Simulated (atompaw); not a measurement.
## Logarithmic derivatives: Pt (Z = 78), PAW (atompaw)

* Element: Pt (Z = 78)
* Generator: atompaw 4.2.0.5
* Type: PAW
* Functional: PBEsol
* Relativity: scalar-relativistic
* Frozen core: [Xe] 4f14
* Valence charge: 10
* Reference configuration: 5d9 6s1 6p0
* Partial waves: 6s (bound): rc 3.00 bohr; 6s channel at 0.05 Ry: rc 2.60 bohr; 6p (bound, empty): rc 3.00 bohr; 6p channel at 1.8 Ry: rc 3.00 bohr; 5d (bound): rc 3.00 bohr; 5d channel at 0.5 Ry: rc 3.00 bohr
* Local potential: bessel scheme, radius 2.65 bohr
* Core correction: smooth core density matched at 2.65 bohr
* Augmentation charge: besselshape compensation charge, radius 2.80 bohr; PAW radius 3.00 bohr; waves and projectors: custom polynom gramschmidtortho

The phase is arctan(r·u′/u) with u = r·R(r), unwrapped; energies in Ry, scanned from -2 to 5 Ry. A pole is an energy at which the radial function vanishes at the test radius. The pseudo phase is shifted by a multiple of π to meet the all-electron one at the reference energy, and phase errors are pseudo minus all-electron; the curves can meet again beyond the range given. Levels narrower than the energy grid can be missing from the lists of poles.

```csv
channel,radius (bohr),reference energy (Ry),"poles, all-electron","poles, pseudo",unbroken range about the reference energy with phases within 0.05 rad,phase error 1 Ry above the reference energy (rad)
s,3.01,-0.42,0.66,0.66,the whole range,-0.000
p,3.01,-0.06,1.94,1.94,below 3.9,-0.000
d,3.01,-0.45,"-0.27, 4.19","-0.27, 4.89",below 1.6,+0.000
```

Phases in the s channel:

```json
{"E (Ry)": "-2.00", "all-electron": "1.266", "pseudo": "1.266"}
{"E (Ry)": "-1.52", "all-electron": "1.174", "pseudo": "1.174"}
{"E (Ry)": "-1.04", "all-electron": "0.931", "pseudo": "0.931"}
{"E (Ry)": "-0.56", "all-electron": "-0.222", "pseudo": "-0.222"}
{"E (Ry)": "-0.08", "all-electron": "-1.277", "pseudo": "-1.277"}
{"E (Ry)": "0.40", "all-electron": "-1.508", "pseudo": "-1.508"}
{"E (Ry)": "0.88", "all-electron": "-1.611", "pseudo": "-1.611"}
{"E (Ry)": "1.36", "all-electron": "-1.683", "pseudo": "-1.683"}
{"E (Ry)": "1.84", "all-electron": "-1.756", "pseudo": "-1.756"}
{"E (Ry)": "2.32", "all-electron": "-1.857", "pseudo": "-1.858"}
{"E (Ry)": "2.80", "all-electron": "-2.055", "pseudo": "-2.061"}
{"E (Ry)": "3.28", "all-electron": "-2.674", "pseudo": "-2.705"}
{"E (Ry)": "3.76", "all-electron": "-3.905", "pseudo": "-3.938"}
{"E (Ry)": "4.24", "all-electron": "-4.350", "pseudo": "-4.364"}
{"E (Ry)": "4.72", "all-electron": "-4.504", "pseudo": "-4.513"}
```
